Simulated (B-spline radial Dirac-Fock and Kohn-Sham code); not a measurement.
# Photoemission from Se at 1000 eV, detector at θ = 45°, φ = 0°

System: neutral selenium in the configuration [Ar] 3d10 4s2 4p4. Model: Dirac-Hartree-Slater photoionisation with a Latter tail; cross sections with all multipoles, angular parameters from the dipole term and its interference with E2. Program: an atomic code on a B-spline grid. Thresholds are tabulated edges, those marked * orbital energies of the model. For linearly polarised light dσ/dΩ = σ/(4π) [1 + β P₂(cos θ) + (δ + γ cos²θ) sin θ cos φ], with θ from the polarisation vector and φ the angle between the beam and the projection of the electron momentum on the plane normal to the polarisation. The dipole factor is 1 + βP₂ and the non-dipole term is the rest of the bracket. Open shells are filled statistically over j.

```
subshell  threshold (eV)  σ (kb)     β      γ      δ  dipole factor  non-dipole term  dσ/dΩ (kb/sr)
      3s           229.6    38.7  2.00   0.02  0.000          1.500           +0.006           4.63
   3p1/2           166.5    47.5  1.61   0.02  0.003          1.403           +0.010           5.34
   3p3/2           160.7    93.0  1.63   0.03  0.004          1.407           +0.012           10.5
   3d3/2          63.97*    45.7  1.20   0.35  0.059          1.299           +0.166           5.33
   3d5/2          63.00*    66.8  1.18   0.35  0.060          1.295           +0.166           7.77
      4s          20.37*    4.40  2.00  -0.03  0.000          1.500           -0.011          0.521
   4p1/2           9.33*    2.20  1.64   0.06  0.003          1.411           +0.021          0.250
   4p3/2           8.91*    4.21  1.66   0.06  0.004          1.415           +0.023          0.481
```

Values without a named source are computed, but for edge energies of neutral atoms, which are taken from tables.
